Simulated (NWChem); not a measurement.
System meant: C2H3CaFO2

Input file for NWChem:

```
start job
memory heap 200 mb stack 900 mb global 1100 mb
geometry units angstroms noautoz
  Ca     0.207920    -1.370808     0.000000
  F      0.108980    -3.413600     0.000000
  C      0.373437     2.815661     0.000000
  C      0.331394     1.301119     0.000000
  O      0.300108     0.683951    -1.118025
  O      0.300108     0.683951     1.118025
  H      0.869566     3.185891     0.899805
  H      0.869566     3.185891    -0.899805
  H     -0.655737     3.195633     0.000000
end
basis spherical
  * library def2-svp
end
dft
  xc pbe0
  iterations 4
  mulliken
end
task dft energy
```

End of the output:

```
    Atom       Charge   Shell Charges
 -----------   ------   -------------------------------------------------------
    1 Ca  20    19.21   2.00  2.00  1.88  0.22  0.05  5.99  5.81  0.49  0.29  0.48
    2 F    9     9.41   1.98  1.03  0.83  3.21  2.37  0.00
    3 C    6     6.09   1.96  0.58  0.30  1.92  1.25  0.06
    4 C    6     5.89   1.96  0.60  0.26  1.76  0.99  0.30
    5 O    8     8.27   1.97  0.92  0.63  2.71  2.02  0.02
    6 O    8     8.27   1.97  0.92  0.63  2.71  2.02  0.02
    7 H    1     0.95   0.63  0.26  0.07
    8 H    1     0.95   0.63  0.26  0.07
    9 H    1     0.94   0.62  0.25  0.07

 center of mass
 --------------
 x =   0.00175309 y =   0.21304725 z =   0.00000000

 moments of inertia (a.u.)
 ------------------
        1740.456912370176          -0.000000000000           0.000000000000
          -0.000000000000         154.237083628215           0.000000000000
           0.000000000000           0.000000000000        1597.448593740448

     Multipole analysis of the density
     ---------------------------------

     L   x y z        total         alpha         beta         nuclear
     -   - - -        -----         -----         ----         -------
     0   0 0 0     -0.000000    -30.000000    -30.000000     60.000000

     1   1 0 0     -0.032243     -0.016122     -0.016122     -0.000000
     1   0 1 0     -0.923572     -0.461786     -0.461786     -0.000000
     1   0 0 1     -0.000000     -0.000000     -0.000000      0.000000

     2   2 0 0    -28.378090    -16.968903    -16.968903      5.559716
     2   1 1 0      0.334045     -0.172806     -0.172806      0.679657
     2   1 0 1     -0.000000     -0.000000     -0.000000      0.000000
     2   0 2 0    -43.388536   -442.738036   -442.738036    842.087535
     2   0 1 1      0.000000      0.000000      0.000000      0.000000
     2   0 0 2    -34.847065    -56.024910    -56.024910     77.202755

 ------------------------------------------------------------------------
 dft energy failed                                                                                  0
 ------------------------------------------------------------------------
 ------------------------------------------------------------------------
  current input line :
    22: task dft energy
 ------------------------------------------------------------------------
 ------------------------------------------------------------------------
 This type of error is most commonly associated with calculations not reaching convergence criteria
 ------------------------------------------------------------------------
 For more information see the NWChem manual at https://nwchemgit.github.io

0:dft energy failed:Received an Error in Communication
```

Can this run be used? If not, why, and what is the fix?

The run did not converge; its last values are not results. Cause: the SCF was allowed too few iterations. This input runs:
```
start job
memory heap 200 mb stack 900 mb global 1100 mb
geometry units angstroms noautoz
  Ca     0.207920    -1.370808     0.000000
  F      0.108980    -3.413600     0.000000
  C      0.373437     2.815661     0.000000
  C      0.331394     1.301119     0.000000
  O      0.300108     0.683951    -1.118025
  O      0.300108     0.683951     1.118025
  H      0.869566     3.185891     0.899805
  H      0.869566     3.185891    -0.899805
  H     -0.655737     3.195633     0.000000
end
basis spherical
  Ca library def2-svp
  F library def2-svp
  C library def2-svp
  O library def2-svp
  H library def2-svp
end
dft
  xc pbe0
  iterations 150
  mulliken
end
task dft energy
```
It converges to -1005.22846 Ha (PBE0/def2-SVP).
